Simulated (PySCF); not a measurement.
Dipole moment and polarisability of `C#CCP(C)C1CCC1`

C8H13P.
Structure used (PBE0-D3(BJ)/def2-SVP), in Å, numbered top down from 1:
```
atom  x, y, z in Å
C1     4.3452    0.1096   -0.3972
C2     3.1802   -0.1694   -0.5804
C3     1.7740   -0.4763   -0.7533
P4     0.6703    0.7174    0.1884
C5     1.0974    0.2071    1.9112
C6    -0.9242   -0.1937   -0.0279
C7    -2.1927    0.4352    0.5935
C8    -2.9656    0.0481   -0.6813
C9    -1.6166   -0.1091   -1.4076
H10    5.3810    0.3517   -0.2495
H11    1.4971   -0.4018   -1.8188
H12    1.5656   -1.5129   -0.4331
H13    2.1328    0.5083    2.1294
H14    1.0002   -0.8796    2.0682
H15    0.4351    0.7307    2.6170
H16   -0.8152   -1.2455    0.2915
H17   -2.5399    0.0306    1.5559
H18   -2.0900    1.5283    0.6916
H19   -3.4810   -0.9179   -0.5672
H20   -3.6834    0.7772   -1.0864
H21   -1.3321    0.8122   -1.9421
H22   -1.4909   -0.9615   -2.0921
```

Level: wB97X-D/def2-SVPD (PySCF), static field, nuclei fixed, core orbitals frozen in the response. The polarisability tensor in these axes (au):

```
x   155.51   1.25   3.14
y     1.25  94.51   3.20
z     3.14   3.20 108.22
```

What are the eigenvalues, a third of the trace, and Δα (Δα² = ½Σ(αi − αj)² over the three pairs)?

Principal values 93.79, 108.69 and 155.76 au; mean 119.41 au = 17.70 Å³ = 19.69 × 10⁻⁴⁰ C²·m²/J; Δα = 56.02 au (47 % of the mean).

What is the dipole moment, and where does it point?

(-1.19, -1.26, 0.44) D, 1.78 D in size, pointing from the negative to the positive side. Measured along this direction, the outermost atoms are H10 at the negative end and H19 at the positive end.

Orientational against electronic polarisability at 400 K (dilute gas, rigid molecules)?

In Gaussian units μ²/3kT = 19.20 Å³ against 17.70 Å³, a ratio of 1.08; the Debye molar polarisation (4π/3)N_A(α + μ²/3kT) is 93.1 cm³/mol, leaving out the vibrational part.

Form Σ f/ω² (atomic units) for the 10 lowest TDDFT singlets, given as eV and f, and set it beside the mean polarisability, which is this sum over all singlets: 6.43, 0.0860; 6.46, 0.0125; 6.65, 0.0536; 6.69, 0.0231; 6.77, 0.0748; 6.96, 0.0284; 7.34, 0.0865; 7.44, 0.0149; 7.53, 0.0140; 7.70, 0.1042.

They add up to 7.56 au, 6.3 % of the 119.41 au; the largest single term is 1.54 au, from the state at 6.43 eV. Terms in order: 1.54, 0.22, 0.90, 0.38, 1.21, 0.43, 1.19, 0.20, 0.18, 1.30 au. Higher excitations give the rest. The strengths listed sum to 0.498.

What depolarisation ratio follows for Rayleigh scattering of linearly polarised light, taking the static tensor?

ρ = 3Δα²/(45ᾱ² + 4Δα²) = 9414.9/(641680 + 12553.1) = 0.0144.

The structure is a single PBE0-D3(BJ)/def2-SVP conformer in the gas phase; no vibrational or solvent corrections.
